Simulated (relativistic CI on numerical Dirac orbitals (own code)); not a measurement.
Crystal-field levels of Cr⁴⁺, 3d2

Calculated by Dirac-Coulomb-Breit CI, separate exchange-only KLI orbitals for each configuration, model QED, valence Slater integrals scaled by 0.7, one configuration in a parametric crystal field (own radial code).

Field parameters in Wybourne normalisation: Td as Oh with Dq negative (B⁴₀ = 21Dq, B⁴₄ = √(5/14) B⁴₀). The field is a parameter set, without covalency.

S is read from ⟨S²⟩ = S(S + 1).

Site symmetry Td; labels are those of the double group. Computed levels in cm⁻¹ above the lowest, in rising order:

```csv
Δ (size of 10Dq),Lowest,No. 2,No. 3,No. 4,No. 5,No. 6,No. 7,No. 8
2200,T2,2144 A2,2181 E,2235 T2,2325 T1,3815 T2,3916 E,4259 T1
4000,T2,3903 A2,3983 T2,4014 E,4103 T1,6827 T2,6872 E,7267 T1
5800,T2,5688 A2,5762 T2,5823 E,5895 T1,9759 T2,9769 E,10180 T1
7550,T2,7429 A2,7502 T2,7573 E,7641 T1,12389 E,12489 T2,12879 T1
9350,T2,9224 A2,9295 T2,9364 E,9438 T1,13197 E,15155 T2,15224 E
11100,T2,10971 A2,11041 T2,11083 E,11186 T1,13321 E,17611 T2,17648 E
12900,T2,12691 E,12768 A2,12838 T2,12985 T1,13573 E,20006 T2,20032 E
14650,T2,13231 E,14516 A2,14585 T2,14734 T1,14825 E,22225 T2,22245 E
16450,T2,13323 E,16314 A2,16383 T2,16533 T1,16566 E,23451 A1,24416 T2
18200,T2,13367 E,18063 A2,18132 T2,18282 T1,18299 E,23796 A1,26474 T2
```

Ground-state S against |10Dq| in cm⁻¹: 2200: 1.00, 4000: 1.00, 5800: 1.00, 7550: 1.00, 9350: 1.00, 11100: 1.00, 12900: 1.00, 14650: 1.00, 16450: 1.00, 18200: 1.00.

No abrupt spin change occurs in this range.
